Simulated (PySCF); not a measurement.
**Polarisability and C₆ of Nb⁺ (niobium, charge +1)**

[Kr] 4d4, high-spin 5D determinant. All numbers are calculated (PySCF 2.14, scalar relativity by spin-free X2C-1e, in x2c-TZVPPall with one added diffuse shell each of s, p, d, f type (9s7p7d3f1g, 95 functions)). Coupled (time-dependent) response in atomic units; α is the mean over directions.

| method | mean α (bohr³) | α xx, yy, zz | C₆ (like pair) | S(−4) |
| --- | --- | --- | --- | --- |
| B3LYP | 29.37 | 32.62, 32.62, 22.85 | 192.6 | 684.4 |
| PW91 | 31.18 | 34.92, 34.92, 23.69 | 207.9 | 766.9 |

S(−4) is the Cauchy moment in α(ω) = α(0) + S(−4) ω² + …

Spin-orbit coupling is absent.

α(iu) at PW91:

| u (hartree) | α(iu) (bohr³) |
| --- | --- |
| 0 | 31.18 |
| 0.0500 | 29.42 |
| 0.100 | 25.55 |
| 0.200 | 18.33 |
| 0.300 | 13.85 |
| 0.500 | 9.143 |
| 0.750 | 6.261 |
| 1.00 | 4.629 |
| 1.50 | 2.842 |
| 2.00 | 1.912 |
| 3.00 | 1.024 |
| 5.00 | 0.4304 |

For an ion, C₆ is the dispersion term alone; charge-induced terms of lower order in 1/R come first.

The components differ because the open shell of this determinant is not spherical; for a pure term their mean is the scalar polarisability.
